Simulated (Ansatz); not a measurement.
Ansatz (an electronic-structure program) input (PBE0/def2-TZVP):

Ansatz 0.2 input:
```yaml
crystal:
  periodic: [false, false, false]
  atoms:
    - {symbol: B, position_ang: [0.00005098, 0.01358406, 0.82045483]}
    - {symbol: B, position_ang: [-0.00005098, -0.01358406, -0.82045483]}
    - {symbol: H, position_ang: [1.01557123, 0.03272412, 1.49609666]}
    - {symbol: H, position_ang: [-1.01538528, 0.01682331, 1.49648612]}
    - {symbol: H, position_ang: [1.01538528, -0.01682331, -1.49648612]}
    - {symbol: H, position_ang: [-1.01557123, -0.03272412, -1.49609666]}
basis:
  gaussian:
    orbitals: def2-TZVP
hamiltonian:
  xc: {name: PBE0}
total_charge: -1
magnetization: {spin_polarized: true, initial_magnetization: 1}
relax: {f_tol: 0.003, max_steps: 100}
```

End of the output:

```
relax step   4: F+E_penalty+E_count = -1414.92257974 eV  Δ(F+E_penalty+E_count) = -3.568e-7 eV  max|allowed force component| = 1.216e-3 eV/Å  Δτ_max = 0.0001 Å  (20 SCF iters, accepted)
integrals: 0.01 GiB planned
514 factors; their error is unknown
mean field: 0.22 GiB planned
mean field -1414.92257974 eV, -51.9974457366 hartree, gradient 1.6e-5 eV, S^2 0.753213; 1 other end points of the search recorded, 0 dependent functions left out
the calculation of the forces begins
reference -1414.92261105 eV, -51.9974468872 hartree; 8, 7 occupied and 78, 79 virtual orbitals, 514 factors
Total energy: -1414.92261105 eV, -51.9974468872 hartree
Atom 0 at     0.000051     0.013591     0.820880 Å, force    -0.000000    -0.000020    -0.001216 eV/Å
Atom 1 at    -0.000051    -0.013591    -0.820880 Å, force     0.000000     0.000020     0.001216 eV/Å
Atom 2 at     1.019038     0.032802     1.499133 Å, force    -0.000049     0.000001     0.000063 eV/Å
Atom 3 at    -1.018851     0.016846     1.499524 Å, force     0.000049     0.000001     0.000063 eV/Å
Atom 4 at     1.018851    -0.016846    -1.499524 Å, force    -0.000049    -0.000001    -0.000063 eV/Å
Atom 5 at    -1.019038    -0.032802    -1.499133 Å, force     0.000049    -0.000001    -0.000063 eV/Å
Dipole moment:    -0.000000     0.000000     0.000000 e Å
```

It need not be the lowest isomer of its formula.
